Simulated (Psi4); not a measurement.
A dimer, CH4 ··· CHN (SMILES C and C#N); the first 5 atoms form monomer A.

```
8

C      0.0000     0.0000     0.0000
H     -0.6417     0.8735    -0.1071
H     -0.4610    -0.8524    -0.4971
H      0.1335    -0.2249     1.0573
H      0.9692     0.2038    -0.4531
C      2.4503    -1.5509    -0.3300
N      3.2640    -0.9630    -0.8831
H      1.6929    -2.0981     0.1847
```

Q: What interaction energy does SAPT0/jun-cc-pVDZ, frozen core run with Psi4 1.11 give, and which attractive term is the largest?

A: Total 2.59 kcal/mol: electrostatics -3.31, exchange 9.48, induction -1.13, dispersion -2.46. The most attractive term is electrostatics.
